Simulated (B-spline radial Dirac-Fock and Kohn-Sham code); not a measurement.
Binding energies of Hf⁴⁹⁺

System: hafnium as Hf⁴⁹⁺, configuration [Ar] 3d5; nuclear rms radius 5.347 fm (A = 180).

The run's input, task.json:

```json
{"items": [{
  "Z": 72,
  "q": 49,
  "cfg": [[1, 0, 2], [2, 0, 2], [2, 1, 6], [3, 0, 2], [3, 1, 6], [3, 2, 5]],
  "A": 180,
  "rrms": 5.347,
  "do": ["binding"]
}]}
```

Command: `python xray_run.py task.json out`

Model: ΔSCF Dirac-Fock with Breit, self-energy and vacuum polarisation, finite nucleus, configuration average. Program: a radial B-spline solver. Correlation energy is missing from these numbers. Energies are counted from the vacuum level.

All terms are in eV, carry their sign (relaxation lowers the binding energy) and add up to the binding energy; ⟨r⟩ is the mean radius of the orbital in the initial state.

```
subshell  −ε (Koopmans)  relaxation    Breit      QED  binding energy  ⟨r⟩ (bohr)
      1s        68752.8      -42.81  -210.27  -109.52         68390.3       0.019
      2s        14294.6      -13.20   -23.93   -16.01               ?       0.079
   2p1/2        13778.7      -16.46   -38.50     0.06         13723.8       0.066
   2p3/2        12571.5      -14.34   -23.59    -1.55         12532.0       0.073
      3s         5261.3       -1.87    -5.28    -4.06          5250.1       0.199
   3p1/2         5042.8       -2.28    -8.59    -0.13          5031.8       0.188
   3p3/2         4751.8       -1.91    -5.13    -0.48          4744.3       0.200
      3d         4406.6       -2.68    -3.01     0.14          4401.1       0.177
```

Problem. Which binding energy belongs in the row of 2s?

Solution. 14241.5 eV, the sum of the terms in that row (to rounding).

For the deepest level, K (1s), the Breit terms make up -0.307 % of the binding energy, QED -0.160 % and orbital relaxation -0.063 %.

Spin-orbit splittings: 2p 1191.8 eV, 3p 287.4 eV.

Going to the tabulated ground configuration of the next ion removes an electron from M4,5 (3d), computed at 4401.1 eV. NIST lists 4372 ± 4 eV as the ionisation energy of this species (theoretical), -29.09 eV from the computed value. Where a p, d or f shell is open in either ion the computed value averages over both j values and all terms, while the table refers to the lowest levels; that difference holds spin-orbit splitting (largest in heavy or highly charged ions), term energies where several electrons share open shells, and correlation, and it can reach 10 % or more.
